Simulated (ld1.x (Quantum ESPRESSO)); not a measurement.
Which change was made? (V, RRKJ)

* Element: vanadium
* Generator: ld1.x (Quantum ESPRESSO) 7.5
* Type: norm-conserving RRKJ (Kleinman–Bylander form)
* Functional: PBEsol
* Relativity: scalar-relativistic
* Frozen core: [Ar]
* Valence charge: 5
* Reference configuration: 3d3 4s1 4p1
* Partial waves: 4p (bound): rc 3.85 bohr; 3d (bound): rc 1.70 bohr; 4s (bound): rc 3.00 bohr
* Local potential: the s channel
* Core correction: Bessel-smoothed model core inside 1.20 bohr

Cutoffs, loose and tight: the cutoffs (Ry, on a coarse ladder) from which the occupation-weighted sum of valence levels, in a spherical-Bessel basis at the reference potential, stays within 10 and 1 mRy of its value at 400 Ry. They do not see the model core or the augmentation charge, which bear on the density cutoff. Test errors are all-electron minus pseudo excitation energies from the reference, over the configurations 3d3 4s2 4p0; 3d3 4s1 4p0; 3d3 4s0 4p0; 3d3 4s0 4p1; 3d3.5 4s1.5 4p0; 3d2 4s2 4p1; 3d1 4s0 4p0; variants that change the core or the reference have their own tests.

The base gives: outcome: generated; cutoff, loose: 55 Ry; cutoff, tight: 70 Ry; bound ghosts: none; largest test error (meV): -1742.

Q: After one change the result is: outcome: generated; cutoff, loose: 35 Ry; cutoff, tight: 50 Ry; bound ghosts: none; largest test error (meV): -735. Which change was it?
A. core [Ne], valence charge 13; reference 3s2 3p6 3d3 4s2 4p0; waves now 3p (bound): rc 0.90 bohr; 3d (bound): rc 1.80 bohr; 3s (bound): rc 1.20 bohr; core correction none
B. wave 3d (bound): rc 1.70 bohr becomes 3d (bound): rc 2.48 bohr
C. all radii but the core radius scaled by about 1.29 (s 3.88, p 4.96, d 2.20 bohr)

A: C. The others give: core [Ne], valence charge 13; reference 3s2 3p6 3d3 4s2 4p0; waves now 3p (bound): rc 0.90 bohr; 3d (bound): rc 1.80 bohr; 3s (bound): rc 1.20 bohr; core correction none → outcome: generated, misses its reference levels by 0.18 eV; cutoff, loose: 160 Ry; cutoff, tight: 200 Ry; bound ghosts: none; largest test error (meV): -917 | wave 3d (bound): rc 1.70 bohr becomes 3d (bound): rc 2.48 bohr → outcome: generated; cutoff, loose: 30 Ry; cutoff, tight: 40 Ry; bound ghosts: none; largest test error (meV): +1080.
